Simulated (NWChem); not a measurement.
Species: MoOCl₃ cation; SMILES [Cl][Mo+](=[O])([Cl])[Cl]

```xyz
5

Mo     0.0000     0.0000     0.1964
O      0.0000     0.0000     1.8228
Cl     0.3799     2.0439    -0.4587
Cl     1.5801    -1.3509    -0.4587
Cl    -1.9600    -0.6929    -0.4587
```
Atoms are numbered in this order, from 1.

Coordinates come from a PBE0/def2-SVP optimisation. This spin state was assumed; another may lie lower. def2 effective core potentials on Mo; no spin-orbit coupling.

Task: List the 4 lowest vertical singlet excitations from PBE/def2-SVP with def2 effective core potentials on Mo, full TDDFT (NWChem).

Result: 
```json
[
 {"state": "S1", "energy (eV)": "3.55", "oscillator strength": "0.000", "leading excitation (squared amplitude)": "HOMO → LUMO (0.28)"},
 {"state": "S2", "energy (eV)": "3.55", "oscillator strength": "0.000", "leading excitation (squared amplitude)": "HOMO → LUMO+1 (0.28)"},
 {"state": "S3", "energy (eV)": "3.58", "oscillator strength": "0.000", "leading excitation (squared amplitude)": "HOMO−1 → LUMO (0.49)"},
 {"state": "S4", "energy (eV)": "3.64", "oscillator strength": "0.002", "leading excitation (squared amplitude)": "HOMO−1 → LUMO+1 (0.49)"}
]
```
